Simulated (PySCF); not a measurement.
## [RuS3]+, doublet: structure and spectrum

Method: UPBE0/[Ru def2-SVP with ECP28, S def2-SVP], scalar-relativistic core potentials, density fitting, no spin–orbit coupling, PySCF.

The structure is a saddle point with 1 imaginary mode.

```xyz
4
charge 1 multiplicity 2, angstrom
Ru    0.0000    0.0000    0.0000
S     2.0556    0.0000    0.0000
S    -1.0278    1.7802    0.0000
S    -1.0278   -1.7802    0.0000
```

* Point group: D3h
* Bond lengths: Ru–S 2.056 Å (×3)
* Bond angles: S–Ru–S 120.0° (×3)
* Principal polarisabilities: 41.7, 105.4, 105.4 bohr³
* Lowest empty level (β): -10.94 eV
* Spin squared ⟨S²⟩: 0.780
* Principal quadrupole moments (Buckingham, traceless) about the centre of mass: -6.27, 3.14, 3.14 D Å
* Rotational constants: 0.08318, 0.08318, 0.04159 cm⁻¹
* Highest occupied level (α): -13.18 eV
* Zero-point energy (real modes): 11.8 kJ/mol
* Dipole moment about the centre of mass: 0.00 D

Harmonic modes (masses in u: Ru 101.904, S 31.972):
```tsv
symmetry	ω (cm⁻¹)	IR (km/mol, summed over degenerate members)	μ (u)	type
a2''	117i	–	47.92	bend
e'	167	10.7	35.31	bend
a1'	515	0.0	31.97	stretch
e'	566	25.6	41.97	stretch
```

In D3h the vibrations span a2'' + 2e' + a1'. The a1' mode carries no infrared intensity, as symmetry demands.

Charges (e):
```json
{"atom": "Ru1", "Mulliken": "0.18", "Löwdin": "-0.82", "polar tensor": "0.88", "spin (Mulliken)": "1.18", "Mayer order to Ru1": "–"}
{"atom": "S2,3,4", "Mulliken": "0.27", "Löwdin": "0.61", "polar tensor": "0.04", "spin (Mulliken)": "-0.06", "Mayer order to Ru1": "1.88"}
```
Other Mayer orders above 0.3: S–S 0.44 (×3).

Mulliken populations on Ru1 (electrons outside its core potential): s 2.44, p 6.67, d 6.69, f 0.02.

This need not be the most stable arrangement of these atoms. Other spin states or occupations of the open shell can lie lower. At this level a doublet minimum of C3v symmetry lies 19 kJ/mol below this structure.

The final relaxation and frequency run took about 80 core-seconds on a shared host.
